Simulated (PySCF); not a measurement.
## Two-photon absorption: SMILES N1=C(C#N)C=NC=C1, C₅H₃N₃

Cartesian coordinates in Å; atom numbers follow the order of the lines, from 1:
```xyz
11

N     3.433    0.703   -0.173
C     2.303    0.524   -0.129
C     0.915    0.234   -0.059
C     0.483   -1.068    0.227
N    -0.802   -1.360    0.296
C    -1.666   -0.379    0.088
C    -1.239    0.916   -0.194
N     0.042    1.221   -0.266
H     1.180   -1.876    0.400
H    -2.713   -0.641    0.149
H    -1.932    1.728   -0.364
```

Level of theory: TDDFT wB97X-D/def2-SVPD excited states, vertical, gas phase in PySCF 2.14.0. Geometry: GFN2-xTB.

(1) How strongly do the lowest singlets absorb one photon, and two photons of half the energy?

Answers

(1) δ for parallel linear polarisation; σ at the peak of a Lorentzian of half width 0.1 eV, single beam; Ω is circular over linear.
```tsv
state	E (eV)	f	photon λ (nm)	δ (au)	σ (GM)	Ω	main
S1	4.01	0.003	618	0.1	0.00	1.50	HOMO→LUMO 0.96
S2	4.63	0.002	536	<0.1	0.00	–	HOMO→LUMO+1 0.97
S3	5.31	0.200	467	10.9	0.11	0.96	HOMO−1→LUMO 0.78, HOMO−1→LUMO+1 0.10
S4	5.61	0.000	442	3.81	0.04	1.50	HOMO−2→LUMO 0.89
S5	6.09	0.162	407	3.04	0.04	0.79	HOMO−1→LUMO+1 0.69, HOMO−1→LUMO 0.14
```

Among these, the strongest one-photon state is S3, the strongest two-photon state S3, with a dipole change of 0.7 D (relaxed, norm of the difference vector).
